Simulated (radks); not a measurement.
Species: F. Configuration: [He] 2s1.5 2p5.5 (fractional occupations, a model configuration). Calculated with a radial shooting solver on a logarithmic mesh with Libxc functionals: scalar-relativistic Kohn-Sham, LDA (Slater exchange, Perdew-Wang correlation), spin-polarised, spherical densities, finite nucleus; open shells are filled with parallel spins first; Fermi nuclear charge, rms radius 2.8976 fm.

Unscreened Slater integrals over Kohn-Sham orbitals (hartree). They are taken over the spin-up orbitals.

| integral | value |
|---|---|
| F0(2p,2p) | 0.86491 |
| F2(2p,2p) | 0.38004 |
| F0(2p,2s) | 0.88377 |
| G1(2p,2s) | 0.53091 |
| F0(2p,1s) | 1.2711 |
| G1(2p,1s) | 0.13577 |
| F0(2s,2s) | 0.90948 |
| F0(2s,1s) | 1.3006 |
| G0(2s,1s) | 0.094183 |
| F0(1s,1s) | 5.3177 |

Derived for the open shells (J is the average intra-shell exchange parameter used in DFT+U). 2p: J = F2/5 = 0.07601 hartree.
